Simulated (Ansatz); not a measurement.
Cost and result for the atomization energy of CH₄BGaO (`[GaH2][CH]1BO1`) (8 atoms, 8 bonds).

Total charge 0; spin multiplicity 1. Correlated methods include outer-core shells of Ga, which these sets cover unevenly. Scalar relativity is left out up to krypton. The structure was optimised at the PBE0-D4/def2-TZVP level. Program: Ansatz. All runs use 2 threads of an Intel Xeon Platinum 8488C on a shared host. Times are those of one run each, without the atoms' runs, and a repeat can differ threefold. Electronic energies, without spin–orbit coupling; frozen cores. CCSD(T)/CBS adds CCSD(T) − MP2 in def2-TZVPP to the MP2 limit, and its time is that of the two runs behind it. T1 = 0.016. With those shells the extrapolation isn't a true limit. HSE06 is the plane-wave form, built on full-range PBE exchange.

CCSD(T)/CBS is a level of theory with its own doubt, some kJ/mol a heavy atom from the limit and from the frozen cores, so smaller differences don't rank the functionals.

| level | functions | wall time | atomization (kcal/mol) | difference from CCSD(T)/CBS | per bond |
| --- | --- | --- | --- | --- | --- |
| LDA (SPW92)/def2-TZVPP | 197 | 1.8 s | 755.0 | 105.0 | 13.1 |
| PBE-D4/def2-TZVPP (with forces) | 197 | 2.1 s | 666.9 | 16.9 | 2.1 |
| PBE0-D4/def2-TZVPP | 197 | 2.7 s | 652.4 | 2.4 | 0.3 |
| BHLYP-D4/def2-TZVPP | 197 | 3 s | 626.8 | -23.2 | -2.9 |
| HSE06-D4/def2-TZVPP | 197 | 3.6 s | 652.9 | 2.9 | 0.4 |
| r2SCANh-D4/def2-TZVPP | 197 | 3.9 s | 652.6 | 2.6 | 0.3 |
| CCSD(T)/def2-SVP | 94 | 3.9 s | 619.0 | -31.0 | -3.9 |
| PBE-QIDH/def2-TZVPP | 197 | 4.3 s | 649.6 | -0.4 | -0.1 |
| B97M-V/def2-TZVPP | 197 | 6 s | 657.8 | 7.8 | 1.0 |
| ωB97M-V/def2-TZVPP (with forces) | 197 | 8.5 s | 652.9 | 2.9 | 0.4 |
| MP2/def2-QZVPP | 380 | 18 s | 660.4 | 10.4 | 1.3 |
| CCSD(T)/def2-TZVPP | 197 | 57 s | 635.8 | -14.2 | -1.8 |
| CCSD(T)/CBS(def2) | – | 75 s | 650.0 | 0.0 | 0.0 |

At CCSD(T), def2-SVP lies −31.0 kcal/mol from the extrapolated value and def2-TZVPP −14.2 kcal/mol: correlation converges slowly with the basis, and small sets miss more of it in the bonded molecule than in its fragments. From BLYP to BHLYP (50 % exact exchange), in def2-TZVPP and without D4, the atomization energy moves by −19.0 kcal/mol: exact exchange takes away binding that semilocal exchange gives to molecules. In def2-TZVPP, CCSD(T) changes the Hartree–Fock value by +170.7 kcal/mol (the triples alone add +11.7 kcal/mol) and MP2 by +186.9 kcal/mol; breaking electron pairs costs correlation energy, which Hartree–Fock lacks.
